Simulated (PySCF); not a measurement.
## Orbital picture of BeB⁺

M06-L at R = 2.217 Å; PySCF, no relativity, basis sets Be def2-SVPD, B def2-SVPD. State: ¹Σ⁺ (singlet), closed shell. Only the outer orbitals are listed, counted within each symmetry.

```csv
orbital,occ.,ε (eV),on Be (%),main shells (%)
3σ,2,-17.02,19,"76 B s, 13 Be s"
4σ,2,-12.00,46,"46 Be s, 31 B p, 22 B s"
1π,0,-9.83,23,"75 B p, 23 Be p"
1π,0,-9.83,23,"75 B p, 23 Be p"
5σ,0,-9.69,70,"36 Be s, 34 Be p, 31 B p"
```

Question: Which are the highest filled and the lowest empty level, where do they sit, and how wide is the gap?

Answer: Highest filled 4σ at -12.00 eV (in %: 46 Be s, 31 B p, 22 B s); lowest empty 1π at -9.83 eV (in %: 75 B p, 23 Be p); the gap at M06-L is 2.17 eV.

* bond order (Mayer): 1.02
* ⟨S²⟩: 0.000
* charge on Be (Mulliken, basis-dependent): 0.69
* charge on Be (Löwdin, basis-dependent): 0.78
* dipole moment (positive dipole points towards B; it is taken about the centre of mass and depends on that origin): -3.58 D
